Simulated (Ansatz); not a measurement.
Consider the cleavage of the Si–P bond: `CCO[SiH2]P` + CH₃OH → `CCO[SiH2]OC` + PH₃.

Gas-phase electronic energies from Ansatz, PBE0-D4/def2-TZVP geometries. CCSD(T)/CBS is the MP2 limit (def2-TZVPP, def2-QZVPP) plus CCSD(T) − MP2 in def2-TZVPP, frozen cores. This one scheme is used for every species. DFT in def2-TZVPP. Each species was taken in one conformer, which may not be the lowest.

```csv
level,ΔE (kcal/mol)
r2SCAN,-21.3
CCSD(T)/def2-TZVPP,-23.0
MP2/def2-QZVPP,-22.8
HF/CBS(def2),-26.9
```

Q: What does CCSD(T)/CBS give? (Best estimate.)

A: Computed: -22.1 kcal/mol. The listed levels differ from it by 0.8, -0.9, -0.7, -4.8 kcal/mol.

Largest T1 diagnostic among the species: 0.013.

From PBE to PBE0 (25 % exact exchange), in def2-TZVPP and without D4, ΔE moves by −1.0 kcal/mol. In def2-TZVPP, CCSD(T) changes the Hartree–Fock value by +3.7 kcal/mol (the triples alone add +0.6 kcal/mol) and MP2 by +3.4 kcal/mol.
